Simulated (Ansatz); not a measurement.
Ansatz results at the PBE0-D4/def2-TZVP geometry: HOMO–LUMO gap (B3LYP/def2-TZVPP) 5.27 eV; size of the dipole moment (PBE/def2-TZVPP) 0.88 D; LUMO energy (PBE0/def2-TZVPP) -1.72 eV.

(1) Which molecule gave them?
A. `O[SiH2]OC(O)F`
B. `C/N=C\Br`
C. `B1COCS1`
D. `F[Si]1(Br)BC1`

Results:

(1) D. The others give `O[SiH2]OC(O)F`: 8.84, 0.77, 0.41; `C/N=C\Br`: 6.76, 0.90, -0.59; `B1COCS1`: 6.19, 0.84, -0.94.

B3LYP here is the variant with VWN-RPA as its local correlation; programs differ in this.
